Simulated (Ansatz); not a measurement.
Geometry optimisation, RKS r2SCANh-D4/def2-SVP in Ansatz.

The input (input.yaml):

```yaml
crystal:
  periodic: [false, false, false]
  atoms:
    - { symbol: Ga, position_ang: [0.0, 0.0, 0.0] }
    - { symbol: H, position_ang: [0.9098, 0.0, 1.5183] }
    - { symbol: Cl, position_ang: [2.4075, 0.0, 0.3969] }
    - { symbol: C, position_ang: [-1.7147, 0.0, -0.99] }
    - { symbol: H, position_ang: [-2.2748, -0.9305, -0.7608] }
    - { symbol: H, position_ang: [-2.3188, 0.8797, -0.6846] }
    - { symbol: H, position_ang: [-1.513, 0.0508, -2.0803] }
basis:
  gaussian: { orbitals: def2-SVP }
hamiltonian:
  xc: r2scanh
  dispersion: d4
relax:
  f_tol: 0.15
  max_steps: 25
  restrain:
    - { distance: [1, 2], at: 1.37, k: 30.0 }
    - { distance: [0, 1], at: 2.77, k: 30.0 }
    - { distance: [0, 2], at: 3.44, k: 30.0 }
```

Run as:

```bash
$ ansatz run input.yaml --threads 2 --pin off --max-ram 3072MiB --backend cpu --events-out ev --progress --plain --runs-dir out
```

**Question.** Where does it end, and by what steps?

**Answer.** The forces met the threshold. The restraints hold the end off the free minimum. After 15 steps the energy has fallen by 0.848 eV (the restraints' own energy left out); Ga1 moved furthest, 1.35 Å. Parted: Ga1–Cl3 (2.44 → 3.44 Å). Joined: H2–Cl3 (1.87 → 1.33 Å).

```
step  energy less start (eV)  largest force component (eV/Å)  accepted
   0                  0.0000                           3.453       yes
   1                  1.0724                           5.206       yes
   2                  2.0328                           7.179       yes
   3                  1.6457                           7.959       yes
   4                  0.4069                           4.076       yes
   5                 -0.4246                           1.260       yes
   6                 -0.7116                           0.912       yes
   7                 -0.7737                           0.878       yes
   8                 -0.8019                           0.908       yes
   9                 -0.8237                           0.896       yes
  10                 -0.8329                           0.920       yes
  11                 -0.8341                           1.103        no
  12                 -0.8413                           0.924       yes
  13                 -0.8427                           1.003       yes
  14                 -0.8459                           1.002       yes
  15                 -0.8484                           0.976       yes
```

```xyz
7
Properties=species:S:1:pos:R:3
Ga -1.018 0.002 0.880
H 1.705 -0.025 1.379
Cl 2.356 0.023 0.214
C -1.774 0.000 -0.989
H -2.367 -0.911 -1.184
H -2.437 0.867 -1.155
H -0.970 0.044 -1.745
```

Time of the run: 54 s on 2 threads of Arm Neoverse V1 (shared host), peak memory 0.19 GiB.
